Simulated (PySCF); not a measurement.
CH4Si, charge -1, doublet, geometry from GFN2-xTB (a state made from the parent by changing its charge; the spin is typed, not shown lowest) (in this run its highest filled SCF level lies above zero, so its values depend strongly on the basis, on diffuse functions most of all); TPSS/STO-3G run with PySCF.

The PySCF input:
```python
from pyscf import gto, scf, dft

mol = gto.M(
    atom='''
C    -1.16054452   -0.04220617    0.36180095
Si    0.55785126    0.01846367   -0.21322761
H    -1.78689558    0.80547116    0.04122007
H    -1.69639970   -0.97487258    0.12381524
H     1.37811625   -1.09426282    0.37924634
H     1.25852856    1.25840994    0.27009922
''',
    basis='sto-3g',
    charge=-1,
    spin=1,
    verbose=4,
    symmetry=True,
)

mf = dft.UKS(mol)
mf.xc = 'tpss'
mf.kernel()
mf.analyze()
```

It wrote (shortened):

```
PySCF version 2.14.0

[INPUT] verbose = 4
[INPUT] num. atoms = 6
[INPUT] num. electrons = 25
[INPUT] charge = -1
[INPUT] spin (= nelec alpha-beta = 2S) = 1
[INPUT] symmetry True subgroup None
[INPUT] Mole.unit = angstrom
[INPUT] Symbol           X                Y                Z      unit          X                Y                Z       unit  Magmom
[...]
nuclear repulsion = 49.5520799719003
point group symmetry = Cs
symmetry origin: [3.93692938e-09 4.72431533e-09 2.36215766e-09]
symmetry axis x: [ 0.98458198  0.04217102 -0.16976433]
symmetry axis y: [0.16741193 0.05417861 0.98439724]
symmetry axis z: [-0.05071063  0.99764036 -0.04628335]
num. orbitals of irrep A' = 13
num. orbitals of irrep A" = 5
number of shells = 12
number of NR pGTOs = 54
number of NR cGTOs = 18
basis = sto-3g
ecp = {}

******** <class 'pyscf.dft.uks_symm.SymAdaptedUKS'> ********
method = SymAdaptedUKS
initial guess = minao
damping factor = 0
level_shift factor = 0
DIIS = <class 'pyscf.scf.diis.CDIIS'>
diis_start_cycle = 1
diis_space = 8
diis_damp = 0
SCF conv_tol = 1e-09
SCF conv_tol_grad = None
SCF max_cycles = 50
direct_scf = True
direct_scf_tol = 1e-13
number electrons alpha = 13  beta = 12
XC library pyscf.dft.libxc version 7.1.2
    S. Lehtola, C. Steigemann, M. J. T. Oliveira, and M. A. L. Marques,  SoftwareX 7, 1–5 (2018)
XC functionals = tpss
    J. Tao, J. P. Perdew, V. N. Staroverov, and G. E. Scuseria,  Phys. Rev. Lett. 91, 146401 (2003)
    J. P. Perdew, J. Tao, V. N. Staroverov, and G. E. Scuseria,  J. Chem. Phys. 120, 6898 (2004)
    J. Tao, J. P. Perdew, V. N. Staroverov, and G. E. Scuseria,  Phys. Rev. Lett. 91, 146401 (2003)
    J. P. Perdew, J. Tao, V. N. Staroverov, and G. E. Scuseria,  J. Chem. Phys. 120, 6898 (2004)
radial grids:
    Treutler-Ahlrichs [JCP 102, 346 (1995); DOI:10.1063/1.469408] (M4) radial grids

becke partition: Becke, JCP 88, 2547 (1988); DOI:10.1063/1.454033
pruning grids: <function nwchem_prune>
grids dens level: 3
symmetrized grids: True
atomic radii adjust function: <function treutler_atomic_radii_adjust>
small_rho_cutoff = 0
Freeze 0 electrons in irreps []
    25 free electrons in irreps A' A"
Set gradient conv threshold to 3.16228e-05
tot grids = 72536
init E= -325.793921982055

cycle= 1 E= -325.847671843441  delta_E= -0.0537  |g|= 0.358  |ddm|= 2.11
cycle= 2 E= -325.617421085565  delta_E= 0.23  |g|= 0.635  |ddm|= 1.71
cycle= 3 E= -325.946878749133  delta_E= -0.329  |g|= 0.027  |ddm|= 1.26
[...]
converged SCF energy = -325.947641803902  <S^2> = 0.75200674  2S+1 = 2.0020057
Total Energy =                        -325.947641803901945
[...]
alpha MO #5 (A' #4), energy= -2.81573193550965 occ= 1
alpha MO #6 (A' #5), energy= -2.80806956551615 occ= 1
alpha MO #7 (A' #6), energy= -0.266530040384079 occ= 1
alpha MO #8 (A' #7), energy= -0.107735346145668 occ= 1
alpha MO #9 (A" #2), energy= -0.0244199809707091 occ= 1
alpha MO #10 (A" #3), energy= 0.0524633693062652 occ= 1
alpha MO #11 (A' #8), energy= 0.0772724240300422 occ= 1
alpha MO #12 (A' #9), energy= 0.184190213867097 occ= 1
alpha MO #13 (A' #10), energy= 0.301183373307331 occ= 1
alpha MO #14 (A" #4), energy= 0.589443736210877 occ= 0
alpha MO #15 (A' #11), energy= 0.606223015688005 occ= 0
alpha MO #16 (A' #12), energy= 0.673594789206428 occ= 0
alpha MO #17 (A' #13), energy= 0.75390761944249 occ= 0
alpha MO #18 (A" #5), energy= 0.77166555137258 occ= 0
beta  MO #1 (A' #1), energy= -64.4713079322946 occ= 1
beta  MO #2 (A' #2), energy= -9.36637586088978 occ= 1
beta  MO #3 (A' #3), energy= -4.48772733470994 occ= 1
beta  MO #4 (A" #1), energy= -2.8154005463138 occ= 1
beta  MO #5 (A' #4), energy= -2.81413072494209 occ= 1
beta  MO #6 (A' #5), energy= -2.8020727461482 occ= 1
beta  MO #7 (A' #6), energy= -0.248235686755297 occ= 1
beta  MO #8 (A' #7), energy= -0.0986148819488292 occ= 1
beta  MO #9 (A" #2), energy= -0.020129609593993 occ= 1
beta  MO #10 (A" #3), energy= 0.0587035279361527 occ= 1
beta  MO #11 (A' #8), energy= 0.085583329939527 occ= 1
beta  MO #12 (A' #9), energy= 0.234810954676093 occ= 1
beta  MO #13 (A' #10), energy= 0.364774326997294 occ= 0
beta  MO #14 (A" #4), energy= 0.603451106175461 occ= 0
beta  MO #15 (A' #11), energy= 0.623518631823994 occ= 0
beta  MO #16 (A' #12), energy= 0.699566046557575 occ= 0
beta  MO #17 (A' #13), energy= 0.779510974811698 occ= 0
beta  MO #18 (A" #5), energy= 0.793106013557875 occ= 0
 ** Mulliken pop alpha/beta on meta-lowdin orthogonal AOs **
 ** Mulliken pop       alpha | beta **
[...]
In total            13.00000 | 12.00000
 ** Mulliken atomic charges   ( Nelec_alpha | Nelec_beta ) **
charge of  0C =     -0.42952  (     3.52400      2.90552 )
charge of  1Si =      0.01669  (     7.17019      6.81312 )
charge of  2H =     -0.05913  (     0.52181      0.53732 )
charge of  3H =     -0.05913  (     0.52181      0.53732 )
charge of  4H =     -0.23446  (     0.63109      0.60336 )
charge of  5H =     -0.23446  (     0.63109      0.60336 )

WARN: System has nonzero charge -1; the dipole moment is origin-dependent.
Location of origin: [0. 0. 0.]

Dipole moment(X, Y, Z, Debye):  0.13376, -0.02444, -0.67344
```
